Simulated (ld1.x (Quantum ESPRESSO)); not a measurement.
## Tl (Z = 81), TM: configuration errors across variants

ld1.x (Quantum ESPRESSO) 7.5 input, shortened:

```
&input
   title='Tl', zed=81., rel=1, dft='PBE', iswitch=3,
   config='[Xe] 4f14 5d10 6s2 6p0.75'
 /
 &inputp
   pseudotype=2, tm=.true., lloc=1,
   nlcc=.false.
 /
2
6S  1  0   2.00   0.00  1.85  1.85  0.0
6P  2  1   0.75   0.00  2.90  2.90  0.0
 &test
   configts(1)='6s2 6p0.75'
 /
```

All-electron excitation energies from the reference (eV): (1) 6s2 6p1 -0.755; (2) 6s2 6p0 4.412; (3) 6s1 6p0 25.191; (4) 6s2 6p0.5 1.098; (5) 6s2 6p1.3 -1.249; (6) 6s1 6p1 12.689; (7) 6s1 6p2 6.648.

2 further variants failed, have other tests or another functional or relativity, and are left out.

A true bound ghost makes a file unfit for plane-wave use even where its test errors are small: the radial tests pick states by their node count and pass the ghost by.

Errors AE − PS in meV (a dash: test not solved or not reliable):

| change | (1) | (2) | (3) | (4) | (5) | (6) | (7) | bound ghosts |
| --- | --- | --- | --- | --- | --- | --- | --- | --- |
| base | +2.7 | +34 | +106 | +2.6 | +9.5 | -0.2 | +58 | none |
| wave 6p (bound): rc 2.90 bohr becomes 6p (bound): rc 3.76 bohr | +2.8 | +33 | +119 | +2.7 | +10 | +19 | +70 | none |
| all radii scaled by about 0.82 (s 1.52, p 2.38 bohr) | +2.7 | +34 | +101 | +2.6 | +9.5 | -4.1 | +56 | none |
| core correction a·sin(br)/r model core inside 1.36 bohr | -0.5 | -20 | -356 | -1.9 | -2.2 | -113 | -42 | none |

Question: Give the same row for: local potential all-electron potential smoothed inside 1.40 bohr (lloc = -2).

Answer: +3.0, +33, +97, +2.9, +11, +811, +183; bound ghosts: s, d.
